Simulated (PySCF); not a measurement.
A TDDFT job was run through a driver script with this input:

```
{"job": {"kind": "uv", "xc": "wB97X-D", "basis": "def2-SVPD", "nstates": 8, "ntriplets": 3}, "charge": 0, "multiplicity": 1}
Si    -2.351781     0.211165     0.630830
C     -1.095430    -1.204103     0.491505
Ge     0.165160    -0.978492    -1.003241
C      1.169202     0.717185    -0.894217
Ge     2.125837     0.912074     0.804609
H     -3.274754    -0.087205     1.729915
H     -1.652011     1.469592     0.913026
H     -3.093379     0.334022    -0.627285
H     -1.621761    -2.150027     0.366601
H     -0.524472    -1.280421     1.417289
H      1.140122    -2.136043    -1.035927
H     -0.563505    -1.027688    -2.329423
H      1.885593     0.761855    -1.714787
H      0.482549     1.554132    -1.021002
H      2.951740     2.164971     0.823663
H      3.056704    -0.232848     1.047612
H      1.193188     0.983860     1.970759
```

Output (SCF cycles cut):

```
converged SCF energy = -4526.3565300511

Static polarisability (au): isotropic 111.355, principal 98.947 112.140 122.979

Singlet excitations
state   eV       nm        f      main configurations
  1   7.8413    158.1   0.04901   H->L+1 0.34, H->L 0.33, H-1->L 0.14
  2   7.9330    156.3   0.02105   H-1->L 0.46, H-1->L+2 0.18, H->L 0.15
  3   8.2030    151.1   0.22514   H->L+1 0.43, H->L 0.34
  4   8.2912    149.5   0.06116   H-1->L+1 0.43, H-2->L 0.20
  5   8.3070    149.3   0.05847   H-2->L 0.40, H-1->L+1 0.21, H-2->L+1 0.08
  6   8.4459    146.8   0.00240   H-2->L+1 0.64
  7   8.4910    146.0   0.05648   H->L+2 0.52, H->L+3 0.12, H->L+6 0.11
  8   8.5716    144.6   0.08529   H->L+3 0.48, H->L+2 0.12, H-1->L+5 0.11

Triplet excitations (Tamm-Dancoff, eV): 7.5062 7.5528 7.8605
```

Method: PySCF, TDDFT wB97X-D/def2-SVPD, vertical, gas phase, core orbitals frozen in the response. Geometry: GFN2-xTB, one conformer, isolated molecule. Relativistic effects, spin–orbit coupling among them, are left out although an element past zinc is present.

Task: Give the mean polarisability in Å³.

Result: 111.36 au × 0.148185 = 16.50 Å³.

Task: What is the gap between the lowest singlet and the lowest triplet?

Result: 7.8413 − 7.5062 = 0.3351 eV (full response against Tamm–Dancoff).

Task: How many basis functions and electrons does this run hold?

Result: 236 basis functions for 102 electrons in 51 doubly occupied orbitals.

Task: What share of the summed oscillator strength falls to the strongest level in this window?

Result: State 3 at 151 nm: 0.2251 of 0.5590, or 40%.

Task: Which orbital energies lie behind H and L?

Result: HOMO -10.13 eV and LUMO 1.72 eV, a gap of 11.85 eV; state 1 differs from that by -4.00 eV.

Task: Write the structure that the coordinates describe.

Result: `[SiH3][CH2][GeH2][CH2][GeH3]` (C2H12Ge2Si), point group C1.

H and L stand for HOMO and LUMO.

Shape of the structure used: `[SiH3:1][CH2:2][GeH2:3][CH2:4][GeH3:5]`: Si1–C2–Ge3–C4 57°, C2–Ge3–C4–Ge5 56°.

The pairwise dispersion term of wB97X-D wasn't added to the energies; at a given geometry it leaves orbitals and properties as they are.
